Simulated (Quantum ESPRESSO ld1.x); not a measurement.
The numbers below are computed, except where a source is named.
One sound ld1.x (Quantum ESPRESSO 7.5) input for neutral krypton gives E = -2788.693 hartree in 40 iterations:

```
 &input
    zed=36.0,
    iswitch=1,
    rel=2,
    dft='PBESOL',
    config='[Kr]',
    lsmall=.true.,
    prefix='ld1',
    max_out_wfc=37,
    file_charge='ld1.rho',
 /
```

Changed or added lines, one case at a time, and what came of them:

- rel=1 lsd=1 dft='PW91': silently wrong. The run ends normally, but in this build (ld1.x 7.5) Etot and Exc of a spin-polarised run lack the gradient corrections of exchange and correlation and come out near their LSDA values (nitrogen, PBE: -54.132 hartree against -54.536 from two other codes). The eigenvalues and orbitals are those of the GGA; the energies must not be used.
- cau_fact=26.36: crashed. The program stops in dirsol with "no classical turning point found": with c below Z the Dirac equation of a point nucleus has no 1s solution.
- lsd=1: refused. The program stops in ld1_readin with "local spin density and spin-orbit not allowed": spin polarisation goes with rel = 0 or 1 alone.
- config='[Kr] 5d-1': harmless. A negative occupation marks a state as unused; the result equals that of the sound run.
- tr2=1e-1: inaccurate. The cycle stops early, after 6 iterations, and the energy is off by +1.247 hartree against the sound run.
- dx=0.003: refused. The program stops in do_mesh with "ndmx is too small": the mesh holds 3500 points at most, so dx, xmin and rmax must fit that.
- atom='D2' (without zed): crashed. The program stops in dirsol with "no classical turning point found": the symbol names no element.
